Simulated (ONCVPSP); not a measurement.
## N: excitation energies, all-electron against ONCV

```json
{
  "Element": "N (Z = 7)",
  "Generator": "ONCVPSP 4.0.1",
  "Type": "optimised norm-conserving Vanderbilt (ONCV)",
  "Functional": "PBE",
  "Relativity": "non-relativistic",
  "Frozen core": "[He]",
  "Valence charge": "5",
  "Reference configuration": "2s2 2p3",
  "Partial waves": "2s: rc 0.90 bohr, ncon 3, nbas 6, qcut 6.9 1/bohr, 2 projectors, debl 1.2 Ha; 2p: rc 2.25 bohr, ncon 4, nbas 7, qcut 5.4 1/bohr, 2 projectors, debl 1.7 Ha",
  "Local potential": "polynomial inside 0.60 bohr (lpopt 5, dvloc0 4 Ha)",
  "Core correction": "Teter function, fcfact 4, rcfact 1.55"
}
```

Energies are relative to the spin-unpolarised reference configuration 2s2 2p3; without spin polarisation the order of configurations can differ from experiment.

Q: Give the all-electron excitation energy and the error of the potential for: 2s2 2p2; 2s2 2p1; 2s2 2p0; 2s0 2p5.

A:

| valence configuration | charge | ΔE all-electron (eV) | error AE − PS (meV) |
| --- | --- | --- | --- |
| 2s2 2p2 | +1 | 13.597 | +123 |
| 2s2 2p1 | +2 | 42.456 | +901 |
| 2s2 2p0 | +3 | 89.540 | +3211 |
| 2s0 2p5 | 0 | 22.980 | -102 |
